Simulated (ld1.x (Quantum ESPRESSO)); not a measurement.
**P (Z = 15), ultrasoft: configuration errors across variants**

ld1.x (Quantum ESPRESSO) 7.5 input, shortened:

```
&input
   title='P', zed=15., rel=1, dft='PBE', iswitch=3,
   config='[Ne] 3s2 3p3 3d-2'
 /
 &inputp
   pseudotype=3, tm=.true., lloc=-1, rcloc=2.35,
   nlcc=.true., new_core_ps=.true., rcore=1.05,
   which_augfun='PSQ', rmatch_augfun=1.20
 /
6
3S  1  0   2.00   0.00  1.20  1.65  0.0
3S  1  0   0.00   1.65  1.20  1.65  0.0
3P  2  1   3.00   0.00  1.65  2.20  0.0
3P  2  1   0.00   0.30  1.65  2.20  0.0
3D  3  2  -2.00  -0.15  1.85  2.45  0.0
3D  3  2  -2.00   0.45  1.85  2.45  0.0
 &test
   configts(1)='3s2 3p3'
 /
```

All-electron excitation energies from the reference (eV): (1) 3s2 3p2 9.730; (2) 3s2 3p1 28.877; (3) 3s2 3p0 58.616; (4) 3s0 3p5 17.200; (5) 3s1 3p3 18.850; (6) 3s1 3p0 110.621; (7) 3s1 3p4 8.534.

The overlap operator is not positive definite (basis up to 400 Ry) in “all radii but the core radius scaled by about 1.21 (s 2.00, p 2.66, d 2.96 bohr, rcut 1.46/2.00/2.24); local potential all-electron potential smoothed inside 2.84 bohr (lloc = -1); augmentation PSQ, radius 1.46 bohr”. Such files are unfit for use, however small their errors in these radial tests.

2 further variants failed, have other tests or too few solved ones, and are left out.

Errors AE − PS in meV (a dash: test not solved or not reliable):

| change | (1) | (2) | (3) | (4) | (5) | (6) | (7) | bound ghosts |
| --- | --- | --- | --- | --- | --- | --- | --- | --- |
| base | 0.0 | +3.5 | +15 | -4.5 | -2.8 | +6.8 | -1.3 | none |
| all radii but the core radius scaled by about 0.84 (s 1.40, p 1.86, d 2.06 bohr, rcut 1.02/1.40/1.56); local potential all-electron potential smoothed inside 1.98 bohr (lloc = -1); augmentation PSQ, radius 1.02 bohr | -0.2 | +0.7 | +2.6 | -4.7 | -3.8 | -42 | -1.3 | none |
| all radii but the core radius scaled by about 1.10 (s 1.82, p 2.44, d 2.70 bohr, rcut 1.32/1.82/2.04); local potential all-electron potential smoothed inside 2.60 bohr (lloc = -1); augmentation PSQ, radius 1.32 bohr | +0.2 | +5.1 | +22 | -5.4 | -2.3 | +33 | -1.6 | none |
| all radii but the core radius scaled by about 1.21 (s 2.00, p 2.66, d 2.96 bohr, rcut 1.46/2.00/2.24); local potential all-electron potential smoothed inside 2.84 bohr (lloc = -1); augmentation PSQ, radius 1.46 bohr | – | – | – | – | – | – | – | not determined (overlap not positive) |
| all radii but the core radius scaled by about 1.27 (s 2.10, p 2.80, d 3.12 bohr, rcut 1.52/2.10/2.36); local potential all-electron potential smoothed inside 3.00 bohr (lloc = -1); augmentation PSQ, radius 1.52 bohr | +0.6 | +10 | +48 | – | – | – | – | none |

Q: Give the same row for: all radii but the core radius scaled by about 0.96 (s 1.58, p 2.10, d 2.34 bohr, rcut 1.14/1.58/1.76); local potential all-electron potential smoothed inside 2.24 bohr (lloc = -1); augmentation PSQ, radius 1.14 bohr.

A: -0.1, +2.5, +11, -4.1, -3.0, -8.5, -1.2; bound ghosts: none.
